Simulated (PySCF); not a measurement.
C7H12P (charge +1).
SMILES with atom numbers: `[CH:1]#[C:2][CH2:3][P@H+:4]([CH3:5])[CH2:6][CH:7]=[CH2:8]` (hydrogens: H9 on C1; H10, H11 on C3; H12 on P4; H13, H14, H15 on C5; H16, H17 on C6; H18 on C7; H19, H20 on C8)

The same species was optimised twice, with GFN2-xTB and with PBE0-D3(BJ)/def2-SVP (PySCF), and the same property calculations (PySCF, gas phase) were run on both structures.

| coordinate | GFN2-xTB | PBE0-D3(BJ)/def2-SVP | change |
| --- | --- | --- | --- |
| C7=C8 (Å) | 1.320 | 1.334 | +0.014 |
| C1≡C2 (Å) | 1.197 | 1.210 | +0.013 |
| P4–C5 (Å) | 1.803 | 1.795 | -0.008 |
| C6–C7 (Å) | 1.507 | 1.501 | -0.006 |
| P4–C6 (Å) | 1.817 | 1.813 | -0.004 |
| C2–C3 (Å) | 1.453 | 1.451 | -0.002 |
| C3–P4 (Å) | 1.821 | 1.822 | +0.001 |
| C1–C2–C3 (°) | 179.5 | 177.6 | -1.9 |
| P4–C6–C7 (°) | 109.7 | 111.0 | +1.3 |
| C2–C3–P4 (°) | 108.1 | 109.2 | +1.1 |
| C3–P4–C6 (°) | 110.8 | 109.9 | -0.9 |
| C5–P4–C6 (°) | 111.6 | 112.4 | +0.8 |
| C6–C7–C8 (°) | 123.3 | 124.0 | +0.7 |
| C3–P4–C5 (°) | 110.2 | 110.3 | +0.1 |
| C2–C3–P4–C5 (°) | 64 | 63 | -1 |
| C3–P4–C6–C7 (°) | -56 | -51 | +5 |
| P4–C6–C7–C8 (°) | -98 | -100 | -2 |

Rotational constants: A = 2189, B = 1183, C = 924.4 MHz (GFN2-xTB) against A = 2133, B = 1201, C = 924.7 MHz (PBE0-D3(BJ)/def2-SVP). Point groups within 0.08 Å: C1 and C1.

On the GFN2-xTB structure: HOMO (eV) -11.82 [PBE0/pcSseg-1]; LUMO (eV) -4.42 [PBE0/pcSseg-1]; GIAO shielding of C1 (ppm) 96.2 [PBE0/pcSseg-1]; GIAO shielding of C2 (ppm) 118.0 [PBE0/pcSseg-1]; GIAO shielding of C3 (ppm) 174.6 [PBE0/pcSseg-1]; GIAO shielding of P4 (ppm) 327.8 [PBE0/pcSseg-1]; GIAO shielding of C5 (ppm) 181.7 [PBE0/pcSseg-1]; GIAO shielding of C6 (ppm) 159.5 [PBE0/pcSseg-1]; GIAO shielding of C7 (ppm) 60.9 [PBE0/pcSseg-1]; GIAO shielding of C8 (ppm) 45.1 [PBE0/pcSseg-1].

Q: What do these properties become on the PBE0-D3(BJ)/def2-SVP structure?

A: 
| property | level | on GFN2-xTB | on PBE0-D3(BJ)/def2-SVP | change |
| --- | --- | --- | --- | --- |
| HOMO (eV) | PBE0/pcSseg-1 | -11.82 | -11.75 | +0.07 |
| LUMO (eV) | PBE0/pcSseg-1 | -4.42 | -4.45 | -0.03 |
| energy, GFN2-xTB geometry as zero (kcal/mol) | PBE0/pcSseg-1 | 0.0 | -0.7 | -0.7 |
| GIAO shielding of C1 (ppm) | PBE0/pcSseg-1 | 96.2 | 94.1 | -2.1 |
| GIAO shielding of C2 (ppm) | PBE0/pcSseg-1 | 118.0 | 117.6 | -0.4 |
| GIAO shielding of C3 (ppm) | PBE0/pcSseg-1 | 174.6 | 173.4 | -1.2 |
| GIAO shielding of P4 (ppm) | PBE0/pcSseg-1 | 327.8 | 323.7 | -4.1 |
| GIAO shielding of C5 (ppm) | PBE0/pcSseg-1 | 181.7 | 181.2 | -0.5 |
| GIAO shielding of C6 (ppm) | PBE0/pcSseg-1 | 159.5 | 159.8 | +0.3 |
| GIAO shielding of C7 (ppm) | PBE0/pcSseg-1 | 60.9 | 59.2 | -1.7 |
| GIAO shielding of C8 (ppm) | PBE0/pcSseg-1 | 45.1 | 41.0 | -4.1 |

The heavy atoms differ by 0.052 Å rms after alignment. Among bonds between heavy atoms C1≡C2 and C7=C8 change most and about equally (+0.013 to +0.014 Å). Changes are differences of the printed values. Neither structure is proved a minimum here. One conformer (not necessarily the lowest) at the PBE0-D3(BJ)/def2-SVP geometry, without solvent, vibrations or thermal averaging.

Conformer computed: `[CH:1]#[C:2][CH2:3][P@H+:4]([CH3:5])[CH2:6][CH:7]=[CH2:8]`: C2–C3–P4–C5 63°, C3–P4–C6–C7 -51°, P4–C6–C7–C8 -100°.
